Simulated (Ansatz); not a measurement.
A calculation with Ansatz (development build ahead of 0.2.0).

```yaml
crystal:
  periodic: [false, false, false]
  atoms:
    - { symbol: Ti, position_ang: [0.0, 0.0, -0.38969] }
    - { symbol: O, position_ang: [0.0, 0.0, 1.07165] }
basis:
  gaussian: { orbitals: cc-pVTZ }
magnetization:
  spin_polarized: true
  initial_magnetization: 2
hamiltonian:
  xc: hf
correlation:
  method: mp2
  frozen_orbitals: { O: 1, Ti: 5 }
```

The input is written out in the form of the current development build from the run's settings.

Output:

```json
{"Converged": "yes", "Reference energy": "-923.29595 hartree", "Correlation energy": "-0.61553 hartree", "Total energy": "-923.91148 hartree", "Spin squared of the determinant": "2.029"}
```
